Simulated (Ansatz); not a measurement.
System: H$_{5}$S, net charge 0, doublet state. 
Geometry from a B3LYP-D3(BJ)/def2-TZVP (Ansatz, an electronic-structure program) optimisation:
SMILES: [H][S@OH20]([H])([H])([H])[H]
```xyz
6

S      0.0688    -0.0002     0.0009
H     -1.2769     0.0031    -0.0169
H      0.0473     1.4810     0.0119
H      0.0404    -1.4812    -0.0107
H      0.0242    -0.0114     1.4816
H      0.0635     0.0112    -1.4804
```
Charge 0, spin multiplicity 2.

Basis-set convergence of Hartree-Fock and MP2 correlation energies (hartree) with Ansatz. Valence correlation only, unless marked. UHF or UKS for open shells. Spin-orbit coupling is left out. No relativistic terms.

```json
[
 {"basis": "aug-cc-pV(D+d)Z", "functions": "77", "E(HF)": "-400.18806", "E(corr, MP2)": "-0.20933"},
 {"basis": "aug-cc-pV(T+d)Z", "functions": "170", "E(HF)": "?", "E(corr, MP2)": "?"}
]
```

Q: What belongs in the gaps?

A: 
- aug-cc-pV(T+d)Z, E(HF): -400.20816
- aug-cc-pV(T+d)Z, E(corr, MP2): -0.25788
